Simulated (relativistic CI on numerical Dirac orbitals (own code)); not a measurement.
## d6 in a ligand field

Computed with a parametric ligand-field model of a d^n configuration (Racah B and C, spin-orbit zeta, crystal field), exact diagonalisation.

Field parameters in Wybourne normalisation: Oh B⁴₀ = 21Dq, B⁴₄ = √(5/14) B⁴₀; Td as Oh with Dq negative (B⁴₀ = 21Dq, B⁴₄ = √(5/14) B⁴₀). The field is a parameter set, without covalency.

Task: Ground term and bands for B = 460, C = 2160, ζ = 0 cm⁻¹, Oh, 10Dq = 15650 cm⁻¹?

Result: Ground term 1A1 with 0.04 electrons in the two orbitals of the cubic e set. Spin-allowed: 1T1 14235 cm⁻¹ (703 nm), 1T2 20317 cm⁻¹ (492 nm), 1T2 29329 cm⁻¹ (341 nm), 1E 29649 cm⁻¹ (337 nm). Lowest spin-forbidden: 3T1 9632 cm⁻¹ (1038 nm), 3T2 12627 cm⁻¹ (792 nm), 5T2 12858 cm⁻¹ (778 nm).

Task: Ground term and bands for B = 430, C = 1860, ζ = 0 cm⁻¹, Oh, 10Dq = 3200 cm⁻¹?

Result: Ground term 5T2 with 2.00 electrons in the two orbitals of the cubic e set. Spin-allowed: 5E 3200 cm⁻¹ (3125 nm). Lowest spin-forbidden: 3T1 7029 cm⁻¹ (1423 nm), 3T2 8360 cm⁻¹ (1196 nm), 1A1 8758 cm⁻¹ (1142 nm).

Task: Ground term and bands for B = 890, C = 4610, ζ = 0 cm⁻¹, Oh, 10Dq = 9300 cm⁻¹?

Result: Ground term 5T2 with 2.00 electrons in the two orbitals of the cubic e set. Spin-allowed: 5E 9300 cm⁻¹ (1075 nm). Lowest spin-forbidden: 3T1 15598 cm⁻¹ (641 nm), 1A1 18442 cm⁻¹ (542 nm), 3T2 18985 cm⁻¹ (527 nm).

Task: Ground term and bands for B = 590, C = 2070, ζ = 0 cm⁻¹, Oh, 10Dq = 10200 cm⁻¹?

Result: Ground term 1A1 with 0.07 electrons in the two orbitals of the cubic e set. Spin-allowed: 1T1 9081 cm⁻¹ (1101 nm), 1T2 15379 cm⁻¹ (650 nm), 1E 19125 cm⁻¹ (523 nm), 1T2 19668 cm⁻¹ (508 nm). Lowest spin-forbidden: 5T2 2382 cm⁻¹, 3T1 4438 cm⁻¹ (2253 nm), 3T2 7631 cm⁻¹ (1310 nm).

Task: Ground term and bands for B = 830, C = 3380, ζ = 0 cm⁻¹, Td, 10Dq = -2850 cm⁻¹?

Result: Ground term 5E with 3.00 electrons in the two orbitals of the cubic e set. Spin-allowed: 5T2 2850 cm⁻¹. Lowest spin-forbidden: 3T1 15744 cm⁻¹ (635 nm), 3E 17227 cm⁻¹ (580 nm), 3T1 18402 cm⁻¹ (543 nm).
